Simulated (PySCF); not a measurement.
Si4H9N

The system: Si4H9N, a silylene (divalent Si1, bonded to 1 N + 1 Si); neutral, singlet. The structure, one conformer, was relaxed in the gas phase by PBE0-D3(BJ)/def2-SVP. No frequency run checks that it is a minimum.

The strong deshielding of the divalent centre rests on a low-lying excitation, and density functionals tend to overstate it.

SMILES: [SiH3][Si]N([SiH3])[SiH3]

| atom | x (Å) | y (Å) | z (Å) |
| --- | --- | --- | --- |
| Si1 | 1.359 | -0.718 | 0.837 |
| Si2 | -0.507 | -2.111 | 1.561 |
| N3 | 0.583 | 0.432 | -0.237 |
| Si4 | -1.141 | 0.453 | -0.653 |
| Si5 | 1.598 | 1.688 | -0.975 |
| H6 | -1.551 | -2.498 | 0.554 |
| H7 | 0.095 | -3.375 | 2.097 |
| H8 | -1.207 | -1.434 | 2.705 |
| H9 | -1.429 | 1.753 | -1.336 |
| H10 | -1.482 | -0.663 | -1.581 |
| H11 | -1.965 | 0.352 | 0.586 |
| H12 | 3.007 | 1.441 | -0.557 |
| H13 | 1.153 | 3.040 | -0.524 |
| H14 | 1.479 | 1.624 | -2.463 |

Shieldings: GIAO PBE0/pcSseg-1. Shifts are against computed references at the same level: H TMS (σ 31.27 ppm), Si TMS (σ 352.0 ppm). Core levels by delta-SCF with SCAN, pcX-2 on the ionised atom and pcseg-1 elsewhere, spin-free X2C (2p3/2 is the spin-free 2p value less a third of a first-order spin-orbit splitting); from the vacuum level, for chosen atoms.

Task: Give the NMR and core-level values of the distinct atoms.

Result: 
```
      atoms   bonded to  σ (ppm)  δ (ppm)  core level (eV)
        Si1  1 N + 1 Si   -265.6    617.6     2p3/2 106.64
        Si2  1 Si + 3 H    463.6   -111.6     2p3/2 105.90
         N3        3 Si     74.3        -        1s 404.12
        Si4   1 N + 3 H    404.9    -52.9     2p3/2 107.27
        Si5   1 N + 3 H    377.0    -25.0     2p3/2 107.22
   H6 H7 H8        1 Si    27.55     3.72                -
 H9 H10 H11        1 Si    26.10     5.17                -
H12 H13 H14        1 Si    26.06     5.21                -
```

Values are those of this one static structure, with the three H of a rotating XH3 group averaged; atoms that internal rotation interchanges would show their mean in an NMR spectrum.

The core-hole state of Si1 is spin-contaminated (⟨S²⟩ 0.80 against 0.75 for a pure doublet), so that value and differences from it are less sure.

Task: Which of Si1, Si2, Si4, Si5 holds its core electrons tightest, and by how much against the loosest?

Result: Si4 (bonded to 1 N + 3 H), by 1.38 eV over Si2 (bonded to 1 Si + 3 H).

Task: By CAM-B3LYP/def2-SVPD (TDDFT singlets, Tamm-Dancoff triplets, ionisation by delta-SCF), where does absorption start, and what does vertical ionisation take?

Result: The lowest singlet lies at 2.34 eV (f 0.004), the strongest of the first 6 at 5.92 eV (f 0.242), the lowest triplet at 1.41 eV; vertical ionisation takes 7.88 eV.
